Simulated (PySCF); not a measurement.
## Gas-phase XPS of `C=N[C@@H]1C[O][GeH2][O]1`, computed

Species: C₃H₇GeNO₂.
Structure used (PBE0-D3(BJ)/def2-SVP), in Å, numbered top down from 1:
```
atom  x, y, z in Å
C1     2.1460    0.7946   -0.0262
N2     1.6142   -0.2891   -0.3960
C3     0.3654   -0.7049    0.1852
C4    -0.6761   -0.9399   -0.9339
O5    -1.3788    0.2571   -1.1822
Ge6   -1.4346    1.2035    0.3287
O7    -0.1888    0.1853    1.1273
H8     1.7039    1.4500    0.7443
H9     3.0985    1.1036   -0.4797
H10    0.5686   -1.6610    0.6987
H11   -0.1626   -1.2586   -1.8527
H12   -1.3723   -1.7404   -0.6201
H13   -0.9823    2.6485    0.0764
H14   -2.7602    1.0840    1.0959
```

Theory: PySCF, delta-SCF UKS SCAN, pcX-2 on the ionised atom, pcseg-1 elsewhere, spin-free X2C. Each binding energy is the total energy of the core-ionised species, with the hole localised on one atom, minus that of the ground state; both are solved self-consistently, so orbital relaxation is included.

Problem. List the computed XPS lines with their assignment.

Solution. 
| atom(s) | environment | level | binding energy (eV) | above the level's lowest (eV) | count |
| --- | --- | --- | --- | --- | --- |
| C1 | imine carbon | C 1s | 291.56 | 0.00 | 1 |
| C4 | sp3 carbon bound to oxygen | C 1s | 292.10 | +0.54 | 1 |
| C3 | sp3 carbon bound to oxygen | C 1s | 292.81 | +1.25 | 1 |
| N2 | imine nitrogen | N 1s | 404.85 | 0.00 | 1 |
| O7 | oxygen bonded to C and Ge | O 1s | 537.76 | 0.00 | 1 |
| O5 | oxygen bonded to C and Ge | O 1s | 537.79 | +0.03 | 1 |

The listed C 1s values span 1.25 eV, from C1 (bonded to N (double bond) and 2 H) to C3 (bonded to O, N, C and H). The widest gap between neighbouring values is 0.71 eV, between 292.10 and 292.81 eV. Summing the Pauling electronegativity differences to the bonded atoms, each weighted by its formal bond order, gives +0.28 for the lowest site and +1.03 for the highest; no listed site has a larger sum than the highest. The smallest sum, +0.19, belongs to C4, 0.54 eV above the lowest.

The 2 O 1s values lie within 0.03 eV of each other; Gaussian lines of 0.5 eV full width would blend them into one maximum.

Problem. Which photon energy gives electrons from C 1s of C3 a kinetic energy of 100 eV, and what is their de Broglie wavelength?

Solution. hν = 292.81 + 100 = 392.81 eV, recoil neglected; λ = 12.264 Å/√(E/eV) = 1.23 Å.

No level of germanium is listed. Geometry: PBE0-D3(BJ)/def2-SVP, one conformer, isolated molecule.
